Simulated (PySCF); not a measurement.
PySCF 2.14 output of an unrestricted MN15 calculation on a single atom or ion in def2-SVP with the def2 core potential (28 electrons) (4s4p2d, 26 functions), with scalar relativity through the core potential:

```
SCF conv_tol = 1e-09
number electrons alpha = 12  beta = 10
    H. S. Yu, X. He, S. L. Li, and D. G. Truhlar.,  Chem. Sci. 7, 5032-5051 (2016)
    H. S. Yu, X. He, S. L. Li, and D. G. Truhlar.,  Chem. Sci. 7, 5032-5051 (2016)
cycle= 1 E= -213.784945503784  delta_E= -0.0133  |g|= 0.0755  |ddm|= 0.251
cycle= 2 E= -213.785894484555  delta_E= -0.000949  |g|= 0.0358  |ddm|= 0.123
cycle= 3 E= -213.786257921421  delta_E= -0.000363  |g|= 0.00148  |ddm|= 0.0408
cycle= 4 E= -213.786258860336  delta_E= -9.39e-07  |g|= 0.000133  |ddm|= 0.00329
cycle= 5 E= -213.786258875122  delta_E= -1.48e-08  |g|= 5.37e-06  |ddm|= 0.000401
cycle= 6 E= -213.786258875179  delta_E= -5.69e-11  |g|= 7.06e-07  |ddm|= 4.63e-05
converged SCF energy = -213.786258875179  <S^2> = 2.0023274  2S+1 = 3.0015512
```

The run itself started from symmetry-adapted Hartree-Fock orbitals and held the occupation by maximum overlap, on a logarithmic radial grid, so the iterations belong to that start.

Question: Which element, charge and spin multiplicity is this?

Answer: Sn (tin, neutral), multiplicity 3; the state was [Kr] 4d10 5s2 5p2, high-spin 3P determinant.

Energies and moments cover only the electrons outside the core potential.
